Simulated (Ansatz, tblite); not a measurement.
Cost and result up the ladder for Ge₃Cl (the lowest doublet isomer of a short search) (4 atoms). The state is a doublet with charge 0. Geometry: r2SCAN-D4/def2-SVP.

Cartesian coordinates in Å:
```
Ge -1.1807 -0.6414 0.0508
Ge 0.4481 -1.0065 -1.6827
Ge 1.0885 0.7669 -0.1874
Cl -0.3559 0.8811 1.8192
```

Ansatz on 4 threads of Arm Neoverse V2 on a shared host; xTB runs through tblite on one thread. Times are rough, summed over both states, and most runs start from the orbitals of an earlier one. No level here is sound enough to serve as a yardstick. The other state is a singlet.

The xTB rows come from tblite. The structure comes from a short search, and lower isomers may exist.

Raw xTB energies of ions are shifted by several eV, and xTB has no spin-polarisation term.

| level | functions | vertical IE (eV) | remarks |
| --- | --- | --- | --- |
| PBE0-D4/def2-TZVP | 181 | 7.74 | restricted singlet, untested (+1 singlet) |
| r2SCAN-D4/def2-TZVP (with forces) | 181 | 7.81 | restricted singlet, untested (+1 singlet) |
| PBE-D4/def2-TZVP | 181 | 7.56 | restricted singlet, untested (+1 singlet) |
| GFN2-xTB | 36 | 11.18 | – |
| GFN1-xTB | 36 | 11.21 | – |

Problem. Estimate how long each takes.

Solution. GFN1-xTB 0.008 s; GFN2-xTB 0.008 s; PBE-D4/def2-TZVP 4.1 s; PBE0-D4/def2-TZVP 8.8 s; r2SCAN-D4/def2-TZVP (with forces) 12 s. On shared hardware such times vary by a factor of up to 3.
